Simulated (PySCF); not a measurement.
C5H9N, SMILES C/C=N/C(=C)C. Geometry: B3LYP-D3(BJ)/def2-SVP. The structure was generated by enumeration; whether it is a known compound was not checked. The values are those of a single conformer.

Computed equilibrium geometry at B3LYP-D3(BJ)/def2-SVP (PySCF confirms it by a frequency run) as Cartesian coordinates in Å (one conformer of several):
```xyz
15

C     -1.3555     1.3607     0.4418
C     -1.0219     0.1094     0.0764
C     -1.9707    -1.0574     0.1232
N      0.2322    -0.2097    -0.4679
C      1.3020     0.0827     0.1530
C      2.6604    -0.1721    -0.4187
H     -2.3617     1.5917     0.7970
H     -0.6478     2.1866     0.3411
H     -1.5708    -1.8537     0.7741
H     -2.0790    -1.4949    -0.8825
H     -2.9601    -0.7604     0.4970
H      1.2618     0.5482     1.1603
H      3.2493    -0.8211     0.2520
H      2.5777    -0.6436    -1.4074
H      3.2201     0.7750    -0.5111
```
